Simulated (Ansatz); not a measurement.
Compare A (`C[SiH](C)[GeH3]`) with its isomer B (`C[CH]([SiH3])[GeH3]`).

Computed with Ansatz on PBE0-D4/def2-TZVP structures; ΔE is electronic, products minus reactants. CCSD(T)/CBS is the MP2 limit (def2-TZVPP, def2-QZVPP) plus CCSD(T) − MP2 in def2-TZVPP, frozen cores. DFT in def2-TZVPP. B3LYP here is the variant with VWN-RPA as its local correlation; programs differ in this. For Ge outer-core shells are correlated without core-valence functions, which leaves a few kJ/mol of doubt a bond. Scalar relativity is left out up to krypton.

Which isomer does CCSD(T)/CBS put lower? Give the gap. (Best estimate.)

The calculation gave: A, by 78.3 kJ/mol.

Give E(B) − E(A) in kJ/mol with PBE-D4, r2SCAN-D4, PBE0-D4, B3LYP-D4, ωB97M-V, CCSD(T)/def2-TZVPP, MP2/def2-TZVPP. (Estimate.)

The calculation gave: PBE-D4 91.7, r2SCAN-D4 91.5, PBE0-D4 90.0, B3LYP-D4 85.5, ωB97M-V 82.6, CCSD(T)/def2-TZVPP 76.2, MP2/def2-TZVPP 73.7. None reverses the order clearly.

Largest T1 diagnostic: 0.011.

The D4 term adds −4.0 kJ/mol with B3LYP and −1.9 kJ/mol with PBE0; it sums over pairs of atoms, weighted by their polarisabilities, and B3LYP, whose exchange is more repulsive, gets the larger term.
